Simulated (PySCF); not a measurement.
# Gas-phase XPS of SiEt(NCO)3, computed

Compound: SiEt(NCO)3, C5H5N3O3Si.
Cartesian coordinates in Å at the PBE0-D3(BJ)/def2-SVP level; atoms count from 1:
```xyz
17
C5H5N3O3Si angstrom
Si    -0.1765   -0.2525   -0.4050
C     -0.2310   -0.3399    1.4423
C      0.5017    0.8036    2.1397
H      0.1908   -1.3175    1.7340
H     -1.2943   -0.3687    1.7373
H      0.4350    0.7139    3.2341
H      1.5698    0.8181    1.8733
H      0.0792    1.7816    1.8619
N      1.4422   -0.2508   -0.9614
C      2.5523   -0.2473   -1.4110
O      3.6370   -0.2456   -1.8377
N     -0.9268    1.1775   -0.9711
C     -1.4103    2.1487   -1.4793
O     -1.8877    3.0972   -1.9593
N     -0.9778   -1.5870   -1.1097
C     -1.5066   -2.5138   -1.6538
O     -2.0254   -3.4183   -2.1739
```

Theory: delta-SCF UKS SCAN, pcX-2 on the ionised atom, pcseg-1 elsewhere, spin-free X2C (PySCF 2.14.0). Each binding energy is the total energy of the core-ionised species, with the hole localised on one atom, minus that of the ground state; both are solved self-consistently, so orbital relaxation is included.

Question: Give the core binding energies atom by atom.

Answer: 
| atom(s) | bonded to | level | binding energy (eV) | 2p1/2 (eV) | above the level's lowest (eV) | count |
| --- | --- | --- | --- | --- | --- | --- |
| Si1 | 3 N and C | Si 1s | 1849.12 | – | 0.00 | 1 |
| O11/O14/O17 | C | O 1s | 539.61 | – | 0.00 | 3 |
| N9/N12/N15 | C and Si | N 1s | 405.70 | – | 0.00 | 3 |
| C10/C13/C16 | O and N | C 1s | 295.22 | – | +4.43 | 3 |
| C3 | C and 3 H | C 1s | 291.14 | – | +0.35 | 1 |
| C2 | C, 2 H and Si | C 1s | 290.79 | – | 0.00 | 1 |
| Si1 | 3 N and C | Si 2p3/2 | 108.79 | 109.42 | 0.00 | 1 |

Lowest listed C 1s: C2, bonded to C, 2 H and Si. Highest, 4.43 eV above it: C10/C13/C16, bonded to O and N.

Question: Express the binding energy of Si 1s of Si1 in atomic units and per mole.

Answer: 1849.12 eV = 67.9539 Eh = 178413 kJ/mol.

Question: Which photon wavelength matches the Si 1s of Si1 threshold?

Answer: λ = hc/E = 12398.42 eV Å / 1849.12 eV = 6.705 Å.

One atom of each set of topologically equivalent atoms was ionised and stands for the set; in this conformer not all members are related by symmetry, and their own values weren't computed. The 2p values add to the ΔSCF energy of one spin-free hole a correction within the shell (spin–orbit coupling, ligand field). 2p1/2 minus 2p3/2 (ligand field included): Si 0.63 eV. Geometry: PBE0-D3(BJ)/def2-SVP, one conformer, isolated molecule.
